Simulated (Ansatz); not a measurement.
C3H7FGe can be A, `[F][GeH]1[CH2]C[CH2]1`, or B, `C=[CH][GeH2][CH2]F`.

Calculated with Ansatz (gas phase, PBE0-D4/def2-TZVP geometries, no zero-point term in ΔE). CBS: MP2 limit from def2 TZ/QZ plus the TZ coupled-cluster correction, frozen cores. DFT in def2-TZVPP. B3LYP here is the variant with VWN-RPA as its local correlation; programs differ in this. For Ge outer-core shells are correlated without core-valence functions, which leaves a few kJ/mol of doubt a bond. Scalar relativity is left out up to krypton. Each species was taken in one conformer, which may not be the lowest.

**Question.** Which isomer does CCSD(T)/CBS put lower? Give the gap. (Estimate.)

**Answer.** The calculation gave: A, by 172.4 kJ/mol.

**Question.** Give E(B) − E(A) in kJ/mol with PBE-D4, ωB97M-V, HF/def2-TZVPP, B3LYP, PBE0-D4, CCSD(T)/def2-TZVPP, r2SCAN-D4. (Estimate.)

**Answer.** Computed: PBE-D4 170.0, ωB97M-V 171.4, HF/def2-TZVPP 145.7, B3LYP 151.6, PBE0-D4 179.0, CCSD(T)/def2-TZVPP 168.1, r2SCAN-D4 173.0. None reverses the order clearly.

Largest T1 diagnostic: 0.011.

From PBE to PBE0 (25 % exact exchange), in def2-TZVPP and without D4, E(B) − E(A) moves by +9.5 kJ/mol. In def2-TZVPP, CCSD(T) changes the Hartree–Fock value by +22.5 kJ/mol (the triples alone add +0.7 kJ/mol) and MP2 by +42.3 kJ/mol.
